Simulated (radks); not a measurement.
Values are calculated unless marked as measured or tabulated.
Spherical quantum dot in the effective-mass picture: electrons in a parabolic well V = omega^2 r^2 / 2 with omega = 0.392, with a point charge +1 (a donor) at the centre, all in effective atomic units (hartree* = m*/eps^2 hartree, bohr* = eps/m* bohr), one dielectric constant everywhere. Level of theory: non-relativistic Kohn-Sham, LDA (Slater exchange, Perdew-Wang correlation), spin-polarised, spherical densities (a radial shooting solver with Libxc functionals). Levels are named by radial order and angular momentum (1s, 1p, 1d, 2s, ...), and open shells are averaged over m.

N = 28, configuration 1s2 1p6 1d10 2s2 1f(up 7, down 1). This is the lowest configuration that the search found. Occupied and some empty levels:

level,occupation,eigenvalue (hartree*),<r> (bohr*)
1s up,1,6.7323,2.222
1s down,1,6.7385,2.114
1p up,3,6.9405,3.942
1p down,3,6.9659,3.871
2s up,1,7.0028,3.723
2s down,1,7.0264,3.776
1d up,5,7.0874,4.478
1d down,5,7.1178,4.452
1f up,7,7.2512,4.844
1f down,1,7.2835,4.842
2p up,0,7.3068,3.992
2p down,0,7.3244,4.023
1g up,0,7.4337,5.139
1g down,0,7.4662,5.151
2d up,0,7.5329,4.465
2d down,0,7.5520,4.471

Energy (hartree*): total 118.008, kinetic 8.8451, external 34.222, Hartree 82.616, exchange-correlation -7.6751.

Electron density:

r (bohr*),n(r) (e/bohr*^3)
0.178,0.4059
0.848,0.1176
1.52,0.04500
2.19,0.03114
2.86,0.03505
3.53,0.04067
4.20,0.03953
4.87,0.02954
5.54,0.01582
6.21,0.005714
6.88,0.001341
7.55,0.0002033
8.22,0.00001987
8.89,1.261e-06
